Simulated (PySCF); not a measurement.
## Polarisability and C₆ of Bi²⁺ (bismuth, charge +2)

[Xe] 4f14 5d10 6s2 6p1, 2P determinant. Computed with PySCF 2.14 in aug-cc-pwCVTZ-DK3, with scalar relativity by spin-free X2C-1e. Coupled (time-dependent) response in atomic units; α is the mean over directions.

```csv
method,mean α (bohr³),"α xx, yy, zz",C₆ (like pair),S(−4)
UHF,16.93,"16.18, 18.42, 16.18",127.0,72.01
```

S(−4) is the Cauchy moment in α(ω) = α(0) + S(−4) ω² + …

Spin-orbit coupling is absent.

α(iu) at UHF:

```tsv
u (hartree)	α(iu) (bohr³)
0	16.93
0.0500	16.75
0.100	16.24
0.200	14.55
0.300	12.53
0.500	9.073
0.750	6.385
1.00	4.828
1.50	3.170
2.00	2.295
3.00	1.380
5.00	0.6531
```

A single London oscillator, α(iu) = α/(1 + u²/ω²), gives C₆ = (3/4) ω α². Matching the computed C₆ needs ω = 4 × 127.0 / (3 × 16.93²) = 0.591 hartree.

For an ion, C₆ is the dispersion term alone; charge-induced terms of lower order in 1/R come first.

The components differ because the open shell of this determinant is not spherical; for a pure term their mean is the scalar polarisability.

Spin-orbit coupling, absent here, splits the open shell strongly.
